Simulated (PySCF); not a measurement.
```xyz
5

Ti     0.0541     0.0464     0.0327
F     -0.4925     1.0457    -1.2881
F      1.6455     0.5572     0.5293
F      0.1170    -1.6174    -0.4883
F     -1.0449     0.2036     1.3784
```

Charge 0, multiplicity 1.

Give the Mulliken and meta-Löwdin atomic charges from TPSSh-D3(BJ)/def2-TZVP // BP86-D3(BJ)/def2-SVP (PySCF).


```json
[
 {"atom": "Ti1", "Mulliken (e)": "1.66", "meta-Löwdin (e)": "1.66"},
 {"atom": "F2", "Mulliken (e)": "-0.41", "meta-Löwdin (e)": "-0.41"},
 {"atom": "F3", "Mulliken (e)": "-0.41", "meta-Löwdin (e)": "-0.41"},
 {"atom": "F4", "Mulliken (e)": "-0.42", "meta-Löwdin (e)": "-0.41"},
 {"atom": "F5", "Mulliken (e)": "-0.42", "meta-Löwdin (e)": "-0.41"}
]
```
